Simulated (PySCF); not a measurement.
C7H18OSi.
SMILES with atom numbers: `[CH3:1][CH:2]([CH3:3])[O:4][SiH2:5][C:6]([CH3:7])([CH3:8])[CH3:9]` (hydrogens: H10, H11, H12 on C1; H13 on C2; H14, H15, H16 on C3; H17, H18 on Si5; H19, H20, H21 on C7; H22, H23, H24 on C8; H25, H26, H27 on C9)

All values: PBE0/pcSseg-1 (PySCF, non-relativistic), on one gas-phase PBE0-D3(BJ)/def2-SVP geometry that isn't relaxed in the solvent. The solvent is an IEF-PCM continuum (cavity from Bondi-type radii × 1.2). Specific hydrogen bonds and non-electrostatic terms are outside this model.

Gas phase at PBE0/pcSseg-1: HOMO -7.65 eV, LUMO 0.90 eV, dipole 0.53 D.

Q: What does the continuum do to the energy, the frontier levels and the dipole at PBE0/pcSseg-1 in benzene and chloroform?

A: 
```csv
solvent,ε,E(solvent) − E(gas) (kcal/mol),polarisation term (kcal/mol),distortion of the solute (kcal/mol),HOMO (eV),LUMO (eV),dipole (D)
benzene,2.271,-0.93,-0.96,0.03,-7.62,0.95,0.60
chloroform,4.711,-1.51,-1.61,0.10,-7.62,0.96,0.66
```

The first energy column is the sum of the next two and covers electrostatics alone. From benzene to chloroform the lowering changes by a factor 1.63, Onsager's factor (ε − 1)/(2ε + 1) by 1.55 and ε itself by 2.1.

Q: Which IAO charges (PBE0/pcSseg-1) respond most in benzene (means over atoms taken as equivalent)?

A: 
```json
{"atoms": "O4", "environment": "silyl ether oxygen", "gas (e)": "-0.645", "solvent (e)": "-0.649", "change": "-0.004"}
{"atoms": "H13", "environment": "methine hydrogen", "gas (e)": "+0.110", "solvent (e)": "+0.113", "change": "+0.003"}
{"atoms": "C1/C3", "environment": "methyl carbon", "gas (e)": "-0.417", "solvent (e)": "-0.420", "change": "-0.003"}
{"atoms": "C7/C8/C9", "environment": "methyl carbon", "gas (e)": "-0.405", "solvent (e)": "-0.407", "change": "-0.002"}
{"atoms": "H17/H18", "environment": "Si–H hydrogen", "gas (e)": "-0.156", "solvent (e)": "-0.157", "change": "-0.001"}
{"atoms": "Si5", "environment": "oxygen-bound silicon", "gas (e)": "+0.959", "solvent (e)": "+0.960", "change": "+0.001"}
```

Conformer computed: `[CH3:1][CH:2]([CH3:3])[O:4][SiH2:5][C:6]([CH3:7])([CH3:8])[CH3:9]`: C1–C2–O4–Si5 -156°, C2–O4–Si5–C6 166°, O4–Si5–C6–C7 -60°.
